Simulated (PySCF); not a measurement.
Isomers C$_{8}$H$_{12}$:

A. SMILES C(/C=C\C(C=C)=C)C
B. SMILES C=CC#CC(C)(C)C
C. `C#CC1CCCCC1`

Spectrum 1. 13C{1H} NMR (computed): δ 94.0 (C), 74.4 (CH), 37.7 (CH2), 31.4 (CH), 30.1 (CH2), 29.9 (CH2).

Spectrum 2. 13C{1H} NMR (computed): δ 133.9 (CH2), 125.7 (CH), 110.1 (C), 86.4 (C), 32.9 (CH3), 28.6 (C).

Spectrum 3. 13C{1H} NMR (computed): δ 154.3 (C), 147.2 (CH), 145.4 (CH), 133.9 (CH), 124.5 (CH2), 124.1 (CH2), 27.5 (CH2), 16.3 (CH3).

PySCF calculation with PBE0/pcSseg-1 with gauge-including orbitals and structure optimised with GFN2-xTB; non-relativistic Hamiltonian, one conformer, no solvent, equivalent nuclei averaged.

Scale: 13C against TMS (reference shieldings calculated alike). Shifts are as computed. Against solution values, carbons near 30 ppm lie about +3 ppm off and those near 130 ppm about +5 ppm. Of 1211 compounds with measured shifts, 218 miss one by over three times the rms of a fit or turn the order of signals round; such compounds aren't used in these exercises.

**Question.** Which spectrum belongs to which compound?

**Answer.** 1–C, 2–B, 3–A.

- Spectrum 1 (C): 6 13C signals; δC 94.0 is an alkyne carbon; δC 74.4 is a terminal alkyne carbon.
- Spectrum 2 (B): 6 13C signals; δC 133.9 is a terminal =CH2 carbon; δC 125.7 is an alkene CH.
- Spectrum 3 (A): 8 13C signals; δC 154.3 is a fully substituted alkene carbon; δC 147.2 is an alkene CH.
